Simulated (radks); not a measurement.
Spherical quantum dot in the effective-mass picture: electrons in a parabolic well V = omega^2 r^2 / 2 with omega = 3.98, with a point charge +1 (a donor) at the centre, all in effective atomic units (hartree* = m*/eps^2 hartree, bohr* = eps/m* bohr), one dielectric constant everywhere. Method: non-relativistic Kohn-Sham, PBE, spin-polarised, spherical densities; computed with a radial shooting solver with Libxc functionals. Levels are named by radial order and angular momentum (1s, 1p, 1d, 2s, ...), and open shells are averaged over m.

N = 18, configuration 1s2 1p6 1d(up 5, down 3) 2s2. This is the lowest configuration that the search found. Occupied and some empty levels:

level    occupation  eigenvalue (hartree*)  <r> (bohr*)
1s up             1                 22.556       0.6437
1s down           1                 22.602       0.6404
1p up             3                 25.584       0.8833
1p down           3                 25.657       0.8820
2s up             1                 28.304       0.9231
2s down           1                 28.357       0.9251
1d up             5                 28.498        1.039
1d down           3                 28.578        1.039
1f up             0                 31.531        1.163
1f down           0                 31.609        1.164
2p up             0                 31.863        1.061
2p down           0                 31.913        1.062
1g up             0                 34.691        1.270
1g down           0                 34.763        1.271

Energy (hartree*): total 333.573, kinetic 80.764, external 114.68, Hartree 155.51, exchange-correlation -17.383.

Electron density:

r (bohr*)  n(r) (e/bohr*^3)
0.0394                7.409
0.138                 5.907
0.237                 4.633
0.337                 3.682
0.435                 3.082
0.534                 2.772
0.633                 2.630
0.733                 2.519
0.832                 2.333
0.931                 2.031
1.03                  1.632
1.13                  1.201
1.23                 0.8044
1.33                 0.4897
1.43                 0.2710
1.52                 0.1366
1.62                0.06272
1.72                0.02624
1.82                0.01001
1.92               0.003472
